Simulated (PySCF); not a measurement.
## Hf⁴⁷⁺: ionisation energy

Hf⁴⁷⁺ [Ar] 3d7 [3d3/2^4 3d5/2^3, M_J = 9/2] → Hf⁴⁸⁺ [Ar] 3d6 [3d3/2^4 3d5/2^2, M_J = 4], as a difference of total energies. All numbers are calculated (PySCF 2.14, the two-component X2C-1e Hamiltonian, in an even-tempered Gaussian basis (15 s from 12 bohr⁻², ratio 2.8; 13 p from 15 bohr⁻², ratio 2.8; 8 d from 15 bohr⁻², ratio 2.8; 3 f from 54 bohr⁻², ratio 3)). Correlated levels: [Ne] frozen; the 78 highest virtual spinors dropped. "Screened" scales the spin-orbit matrix elements by Boettger's factors to mimic the two-electron term; Breit and QED terms are absent.

| method | ionisation energy (eV) |
| --- | --- |
| GHF (spin-free) | 4133.6 |
| GMP2 (spin-free) | 4134.6 |
| GHF (screened spin-orbit) | 4119.5 |
| GMP2 (screened spin-orbit) | 4119.7 |

Breit and QED terms and the two-electron picture change are absent.

The spin-free rows relax to the high-spin LS determinant and lack the spin-orbit shift.

The labels give the starting determinants; with spin-orbit coupling the two ends relaxed to ⟨J²⟩ = 24.75, ⟨L²⟩ = 15.83, ⟨S²⟩ = 2.58 and ⟨J²⟩ = 20.01, ⟨L²⟩ = 12.59, ⟨S²⟩ = 2.98.

For comparison: 4118 ± 4 eV (theoretical estimate listed by NIST; NIST Atomic Spectra Database, ionization energies).
